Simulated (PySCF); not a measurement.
Vertical excitations of a molecule C₃H₁₂Si₂ from TDA-LC-ωPBE/def2-SVPD (PySCF), as energy in eV (oscillator strength): 8.57 (0.025), 8.85 (0.020), 9.08 (0.008), 9.11 (0.036), 9.11 (0.004), 9.15 (0.000). Lowest triplet (TDA): 8.05 eV. Geometry: ωB97X-D3(BJ)/def2-SVP. Other conformers were not sampled.

### Question
Pick the molecule that these values belong to.
A) C[Si](C)(C)[SiH3]
B) CC[SiH2]C[SiH3]
C) [SiH3]CCC[SiH3]
D) C[C@H]([SiH3])C[SiH3]

### Answer
C, [SiH3]CCC[SiH3]
